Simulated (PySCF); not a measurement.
# Frontier orbitals and the lowest excitations

Species: C9H16.
Structure used (PBE0-D3(BJ)/def2-SVP), in Å, numbered top down from 1:
```xyz
25
C9H16 angstrom
C      2.078   -0.908    0.140
C      2.192    0.602   -0.067
C      0.974    1.358    0.468
C     -0.296    0.780   -0.132
C     -1.645    1.305    0.347
C     -2.653    0.197   -0.040
C     -1.805   -1.046   -0.401
C     -0.410   -0.722    0.123
C      0.781   -1.480   -0.436
H      2.111   -1.126    1.223
H      2.951   -1.416   -0.301
H      3.114    0.978    0.404
H      2.292    0.810   -1.148
H      0.929    1.262    1.568
H      1.063    2.435    0.250
H     -0.244    0.914   -1.232
H     -1.615    1.434    1.442
H     -1.901    2.286   -0.081
H     -3.342   -0.016    0.790
H     -3.281    0.505   -0.889
H     -2.214   -1.980    0.014
H     -1.758   -1.178   -1.496
H     -0.414   -0.859    1.224
H      0.787   -1.381   -1.537
H      0.706   -2.558   -0.218
```

Level of theory: PySCF 2.14.0, density-fitted response routines, TDDFT PBE0/def2-SVPD, vertical, gas phase, core orbitals frozen in the response.

Frontier orbitals with the atoms that hold most of them (Löwdin shares over 4%, at most four atoms; ? is withheld):

```tsv
orbital	ε (eV)	atoms
LUMO+2	1.12	C6 12%, C1 7%, C2 7%, H20 7%
LUMO+1	1.02	H23 13%, H16 13%, H13 7%, H10 7%
LUMO	0.85	?
HOMO	?	?
HOMO-1	-8.44	C2 11%, C1 11%, C3 10%, C9 10%
HOMO-2	-8.64	C6 14%, C5 14%, C7 11%, H17 9%
HOMO-3	-8.64	C8 17%, C4 13%, H23 11%, H16 8%
```

Question: Which atoms hold the HOMO, and with what shares?

Answer: C8 (bonded to 3 C and H) 16%; C4 (bonded to 3 C and H) 16%; C9 (bonded to 2 C and 2 H) 11%; C3 (bonded to 2 C and 2 H) 11%.

Question: Which atoms hold the LUMO, and with what shares?

Answer: C2 (bonded to 2 C and 2 H) 6%; C1 (bonded to 2 C and 2 H) 6%; C5 (bonded to 2 C and 2 H) 6%; C7 (bonded to 2 C and 2 H) 6%.

Question: What is the HOMO energy, and the HOMO–LUMO gap?

Answer: ε(HOMO) = -8.09 eV; the gap is 8.94 eV (0.3284 hartree).

Question: How does S1 compare with the orbital gap of 8.94 eV?

Answer: S1 is at 7.90 eV (f = 0.0039), 1.04 eV below the gap, made of HOMO→LUMO (97%). 

Question: One configuration dominates each of S1, S2, S3 and S6. Which, and how do the shares of the two leading atoms of either orbital change from the occupied to the empty one?

Answer: 
- S1 (7.90 eV, f 0.0039), HOMO→LUMO (97%): C8 16% → at most 6%, C4 16% → at most 6%, C2 at most 11% → 6%, C1 at most 11% → 6%
- S2 (7.99 eV, f 0.0040), HOMO→LUMO+1 (99%): C8 16% → at most 8%, C4 16% → at most 8%, H23 at most 11% → 13%, H16 at most 11% → 13%
- S3 (8.23 eV, f 0.0079), HOMO-1→LUMO (92%): C2 11% → 6%, C1 11% → 6%
- S6 (8.37 eV, f 0.0019), HOMO-1→LUMO+1 (97%): C2 11% → at most 8%, C1 11% → at most 8%, H23 at most 10% → 13%, H16 at most 10% → 13%

Löwdin shares depend on the basis, the more so with diffuse functions.

Hardware: Arm Neoverse V1, one thread, shared host. Cost: 8.3 min.

One conformer stands for the species.
